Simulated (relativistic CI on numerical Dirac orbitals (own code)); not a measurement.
Computed by Dirac-Coulomb-Breit CI, separate exchange-only KLI orbitals for each configuration, a model potential for QED, unscaled Slater integrals (own radial code, finite nucleus).

Configurations in the expansion (outside the closed core [Ne]): 3s2.3p2, 3s.3p3, 3s2.3p.3d, 3p4, 3s.3p2.3d, 3p3.3d, 3s2.3p.4s, 3s.3p.3d2, 3s2.3p.4p, 3s2.3p.4d, 3s2.3p.4f, 3s.3p2.4s, 3s2.3p.5s, 3s.3p2.4p, 3s2.3p.5p, 3s2.3p.5d, 3s.3p2.4d, 3s2.3p.5f, 3s2.3p.5g, 3s2.3p.6s, 3s.3p2.4f, 3s2.3d.4p, 3s2.3p.6p, 3s2.3p.6d, 3p3.4s, 3s.3p2.5s, 3s.3p2.5p, 3s.3p.3d.4s, 3p3.4p, 3s.3p2.5d, 3s.3p2.5f, 3s.3p2.5g, 3s2.3d2, 3s.3d3, 3p2.3d2, 3p.3d3, 3p.3d2.4s, 3p.3d2.4p, 3p.3d2.4d, 3s2.3d.4s, 3s.3d2.4s, 3s.3p.3d.4p, 3s.3d2.4p, 3s.3d.4s.4p, 3s.3d.4p2, 3s.3d.4p.4d. Double excitations out of closed p, d and f shells are left out; levels of such configurations are missing from the list, as are those of other unlisted configurations, and high levels can miss mixing partners. These lack a partner that the ground configuration has and come out too high: 3s.3p2.4d, 3s.3p2.4f, 3s.3p2.5s, 3s.3p2.5p, 3s.3p2.5d.

At this charge configurations can still be misplaced by up to about 7 % of their energy. 21 of the 21 excited levels that our extract of the measured tables holds in this range could be paired (the sources list more); they are missed by 3268 cm⁻¹ on average and 9827 at most, and levels without a partner can miss by more.

Outline of the computed level scheme of Ca VII. Lowest level of each configuration: 3s2.3p2 3P_0 at 0.0000 eV; 3s.3p3 5S°_2 at 13.7338 eV; 3s2.3p.3d 3F°_2 at 31.0797 eV; 3p4 3P_2 at 42.9715 eV; 3s.3p2.3d 5F_1 at 44.8865 eV.

Some strong electric-dipole decays among the lowest 45 levels: 3s2.3p.3d 1F°_3 → 3s2.3p2 1D_2 (4.5e+10 s⁻¹); 3s2.3p.3d 3D°_3 → 3s2.3p2 3P_2 (4.1e+10 s⁻¹); 3s2.3p.3d 1P°_1 → 3s2.3p2 1S_0 (3.5e+10 s⁻¹); 3s.3p2.3d 5P_3 → 3s.3p3 5S°_2 (3.4e+10 s⁻¹); 3s2.3p.3d 1D°_2 → 3s2.3p2 1D_2 (3.2e+10 s⁻¹); 3s2.3p.3d 3P°_0 → 3s2.3p2 3P_1 (2.7e+10 s⁻¹); 3s2.3p.3d 3D°_2 → 3s2.3p2 3P_1 (2.6e+10 s⁻¹); 3s2.3p.3d 3D°_1 → 3s2.3p2 3P_1 (2.0e+10 s⁻¹).

LS names give the leading component of a level, which can be under half, so a name can repeat, a term be missing and a line seem to break the LS rules.
